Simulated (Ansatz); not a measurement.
A run for Ansatz (an electronic-structure program): U-wB97X-V/cc-pVTZ on HBr, a point of a bond scan (R = 1.282 Å).

Ansatz 0.2 input:
```yaml
crystal:
  periodic: [false, false, false]
  atoms:
    - {symbol: Br, position_ang: [-0.00000000, -0.00000000, -0.03957816]}
    - {symbol: H, position_ang: [0.00000000, 0.00000000, 1.24275419]}
basis:
  gaussian:
    orbitals: cc-pVTZ
hamiltonian:
  xc: {name: wB97X-V}
magnetization: {spin_polarized: true, initial_magnetization: 0}
```

### Question
Predict the final total energy.

### Answer
-2574.5562 hartree.
